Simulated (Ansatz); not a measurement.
Species: C₇H₈OS₂Si, SMILES `COc1c([SiH3])sc2ccsc12` (C–O–C–C torsion 177°) (charge 0, multiplicity 1).

**Question.** Give a relaxed geometry from PBE0-D3(BJ)/def2-SVP run with Ansatz (a first-principles code).

**Answer.** One answer among several that fit: the end point of this relaxation, one of several conformers (outside a Z-matrix the atoms follow the SMILES, hydrogens last).
Bonds (Å): C1–O2 1.404, C1–H12 1.103, C1–H13 1.097, C1–H14 1.103, O2–C3 1.344, C3–C4 1.382, C3–C11 1.430, C4–Si5 1.861, C4–S6 1.739, Si5–H15 1.494, Si5–H16 1.495, Si5–H17 1.494, S6–C7 1.721, C7–C8 1.423, C7–C11 1.397, C8–C9 1.367, C8–H18 1.090, C9–S10 1.731, C9–H19 1.090, S10–C11 1.737. Angles (°): O2–C1–H12 111.6, O2–C1–H13 106.7, O2–C1–H14 111.6, H12–C1–H13 108.8, H12–C1–H14 109.4, H13–C1–H14 108.7, C1–O2–C3 118.9, O2–C3–C4 119.5, O2–C3–C11 128.2, C4–C3–C11 112.3, C3–C4–Si5 125.2, C3–C4–S6 111.8, Si5–C4–S6 123.1, C4–Si5–H15 111.3, C4–Si5–H16 107.7, C4–Si5–H17 111.4, H15–Si5–H16 109.0, H15–Si5–H17 108.4, H16–Si5–H17 109.0, C4–S6–C7 91.9, S6–C7–C8 134.5, S6–C7–C11 111.6, C8–C7–C11 113.9, C7–C8–C9 111.0, C7–C8–H18 125.1, C9–C8–H18 123.9, C8–C9–S10 113.5, C8–C9–H19 127.5, S10–C9–H19 119.1, C9–S10–C11 91.3, C3–C11–C7 112.5, C3–C11–S10 137.2, C7–C11–S10 110.3.
